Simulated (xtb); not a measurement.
C₃H₁₂OSi₂, SMILES [SiH3][SiH2]OCCC. All values are semi-empirical tight-binding results from xtb (GFN2-xTB unless named), good for trends rather than for accurate numbers. Geometry: GFN2-xTB. Other conformers were not sampled.

Optimised geometry:

Bonds (Å): C1–C2 1.523, C1–H7 1.087, C1–H8 1.087, C1–H9 1.088, C2–C3 1.525, C2–H10 1.092, C2–H11 1.091, C3–O4 1.397, C3–H12 1.097, C3–H13 1.097, O4–Si5 1.621, Si5–Si6 2.291, Si5–H14 1.475, Si5–H15 1.475, Si6–H16 1.467, Si6–H17 1.467, Si6–H18 1.468. Angles (°): C2–C1–H7 109.9, C2–C1–H8 110.6, C2–C1–H9 110.5, H7–C1–H8 108.7, H7–C1–H9 108.6, H8–C1–H9 108.6, C1–C2–C3 111.5, C1–C2–H10 110.3, C1–C2–H11 109.6, C3–C2–H10 108.6, C3–C2–H11 108.3, H10–C2–H11 108.4, C2–C3–O4 109.9, C2–C3–H12 110.2, C2–C3–H13 110.2, O4–C3–H12 109.2, O4–C3–H13 109.5, H12–C3–H13 107.8, C3–O4–Si5 128.6, O4–Si5–Si6 100.7, O4–Si5–H14 109.9, O4–Si5–H15 109.7, Si6–Si5–H14 116.7, Si6–Si5–H15 116.5, H14–Si5–H15 103.4, Si5–Si6–H16 115.1, Si5–Si6–H17 108.6, Si5–Si6–H18 114.8, H16–Si6–H17 106.1, H16–Si6–H18 105.6, H17–Si6–H18 106.0.
Charge 0, spin multiplicity 1.

Computed properties:
| Quantity | Value |
|---|---|
| orbital gap | 4.55 eV |
| dipole moment | 1.64 D |
| zero-point energy | 86.2 kcal/mol |
| G − E(el) at 298.15 K (modified RRHO) | 63.5 kcal/mol |
| static polarisability (D4 model) | 101.0 bohr³ |
| solvation energy, GFN2-xTB/ALPB(water) | -0.5 kcal/mol |
| solvation energy, GFN2-xTB/ALPB(ether) | -5.7 kcal/mol |

Computed atomic charges and the Wiberg bond orders between heavy atoms:
charges (e) C1 -0.10, C2 -0.06, C3 0.10, O4 -0.40, Si5 0.43, Si6 0.37, H7 0.05, H8 0.04, H9 0.04, H10 0.03, H11 0.05, H12 0.01, H13 0.01, H14 -0.11, H15 -0.11, H16 -0.10, H17 -0.14, H18 -0.10. Bond orders C1–C2 1.02, C2–C3 1.00, C3–O4 0.99, O4–Si5 1.15, Si5–Si6 0.82.
